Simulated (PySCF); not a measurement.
## TlO and its ions

PBE; Tl cc-pVDZ-PP with ECP60, O cc-pVDZ; scalar-relativistic core potentials (PySCF 2.14). Neutral (UKS): doublet (π ↑), Re = 2.218 Å, ωe = 451 cm⁻¹, De = 3.42 eV, HOMO -5.04 eV, LUMO -4.39 eV.

TlO⁺ (UKS): triplet (π ↑↑), Re = 2.919 Å, ωe = 146 cm⁻¹. The energies at the minima are -247.63589 hartree for TlO and -247.32655 for TlO⁺.

(1) Work out the adiabatic ionisation energy, without and with harmonic zero-point energies (1 hartree = 27.2114 eV, 1 eV = 8065.5 cm⁻¹), and the change of the bond length.

Spin–orbit coupling is left out, which matters for elements this heavy, above all for dissociation energies. States were picked by a PBE0 search and need not be the measured ground states.

Results:

(1) At PBE: 0.30934 hartree = 8.418 eV between the minima; the zero-point term (146.0 − 451.0)/2 cm⁻¹ = -0.019 eV makes it 8.399 eV. Re changes by +70.1 pm against the neutral. The electron leaves a π orbital, and the ion is left as a loose complex of an ion and an atom.
